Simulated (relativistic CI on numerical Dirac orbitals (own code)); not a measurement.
What each ingredient does to the levels of Sn⁺

Base calculation: Dirac-Coulomb-Breit CI, KLI orbitals optimised for each configuration, QED by a radiative potential, valence Slater integrals scaled by 0.85, P86 correlation energy added to each configuration.

CI space (outside the closed core [Kr] 4d10): 5s²5p, 5s5p², 5s²6s, 5s²5d, 5s²6p, 5s²4f, 5s²6d, 5p³, 5s5p5d, 5s²7s, 5s²7p, 5s²5f, 5s²7d, 5s²5g, 5s²6f, 5s²7f. Levels of other configurations are missing.

Variants: (1) self-excluded LDA correlation estimate; (2) Slater integrals left unscaled; (3) one mean potential for all configurations. Shifts of the energy above 5s²5p ²P°1/2, in cm⁻¹, for the lowest level and the first level of each name with at least 55 % of one term (blank where a level changes its place among those of its configuration and J or its character, or is not in the variant):

```
       Level     Base     Δ(1)     Δ(2)    Δ(3)  Measured
5s²5p ²P°1/2      0.0      0.0      0.0     0.0       0.0
5s²5p ²P°3/2   3948.1     +1.9    -88.0   -82.0    4251.5
 5s5p² ⁴P1/2  42506.2   +190.0  -1683.1  +148.3   46464.3
 5s5p² ⁴P3/2  44249.2   +190.3  -1664.6  +159.6   48368.2
 5s5p² ⁴P5/2  46633.0   +192.8  -1560.4  +172.9   50730.3
 5s5p² ²D3/2  59500.8   +622.5   +272.4   +45.3   58844.2
 5s5p² ²D5/2  60069.7   +647.4   +257.6   +58.1   59463.5
 5s²6s ²S1/2  62014.1  +2327.1  +1397.3  +275.4   56886.4
5s²6p ²P°1/2  76045.1  +2902.1  +1355.2  +320.6   71494.3
 5s²5d ²D3/2  76412.8  +1180.3  +2669.9  +343.2   71406.1
5s²6p ²P°3/2  76882.5  +2902.5  +1364.9  +290.1   72377.4
 5s²5d ²D5/2  76974.2  +1167.0  +2705.2  +369.3   72048.3
 5s5p² ²S1/2  77081.8   +206.5  +4058.5   +77.9          
 5s5p² ²P1/2  84997.2   +203.4  +5366.4  +108.9          
 5s5p² ²P3/2  87231.1   +203.1  +5512.7  +121.0          
 5s²7s ²S1/2  91170.6  +2609.5  +1534.9  +539.6          
 5s²6d ²D3/2  95332.9  +2472.4  +1799.6  +460.3   90241.6
 5s²6d ²D5/2  95438.7  +2472.5  +1796.0  +456.8   90351.9
5s²4f ²F°7/2  95829.9   +261.5  +1238.1  +739.7   89288.2
5s²4f ²F°5/2  95839.2   +261.2  +1239.0  +739.1   89294.1
5s²7p ²P°1/2  96743.8  +2688.4  +1397.1  +639.8          
5s²7p ²P°3/2  97089.7  +2688.2  +1398.1  +622.4
```

Correlation outside the listed configurations is missing or only estimated: errors of thousands of cm⁻¹ between configurations and terms are usual at this charge. Rates and lifetimes follow the computed energies and can be off by large factors. The fine structure of a lone outer electron comes out too small, for d and f at times inverted, and misplaced configurations move strength between like terms. 15 of the 15 excited levels that our extract of the measured tables holds in this range could be paired (the sources list more); they are missed by 4075 cm⁻¹ on average and 6545 at most, and levels without a partner can miss by more.

Measured levels: NIST Handbook of Basic Atomic Spectroscopic Data (Sansonetti and Martin, J. Phys. Chem. Ref. Data 34, 1559 (2005)).

Ionisation energy from the two ground configurations alone: base 14.88 eV; self-excluded LDA correlation estimate 15.05 eV. The NIST ASD value (measured) is 14.6331 eV.
